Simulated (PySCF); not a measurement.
Constitutional and geometric isomers with formula CH3BSi. All species are isolated molecules in the gas phase. Strings in code marks are SMILES.

Level of theory: PBE0-D3(BJ)/def2-TZVP (PySCF). 

```tsv
species	HOMO–LUMO gap (eV)	HOMO (eV)	dipole moment (D)
`B=C=[SiH2]`	3.99	-6.62	1.56
`B1=C[SiH2]1`	4.57	-7.22	1.21
`B1C=[SiH]1`	5.56	-7.11	1.44
```
